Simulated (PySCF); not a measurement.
AlF4, SMILES [F][Al-]([F])([F])[F], charge -1. Atoms are numbered in the order given.

```xyz
5

Al     0.0000     0.0000     0.0000
F      0.9881     0.9881    -0.9881
F     -0.9881     0.9881     0.9881
F     -0.9881    -0.9881    -0.9881
F      0.9881    -0.9881     0.9881
```
Charge -1, spin multiplicity 1.

Geometry optimised at PBE0-D3(BJ)/def2-SVPD. The isomer is the one that the SMILES or the coordinates give; other isomers of the formula were not compared.

Method: PySCF with PBE0/pcJ-1.

Isotropic couplings with Fermi-contact, spin-dipole and both spin-orbit terms, one fixed conformer, no vibrational averaging. Isotopes: 19F.

Computed spin–spin coupling constants:
```json
[
 {"pair": "F2–F3", "bonds apart": "2", "J (Hz)": "-75.0"},
 {"pair": "F2–F4", "bonds apart": "2", "J (Hz)": "-75.0"},
 {"pair": "F2–F5", "bonds apart": "2", "J (Hz)": "-75.0"},
 {"pair": "F3–F4", "bonds apart": "2", "J (Hz)": "-75.0"},
 {"pair": "F3–F5", "bonds apart": "2", "J (Hz)": "-75.0"},
 {"pair": "F4–F5", "bonds apart": "2", "J (Hz)": "-75.0"}
]
```
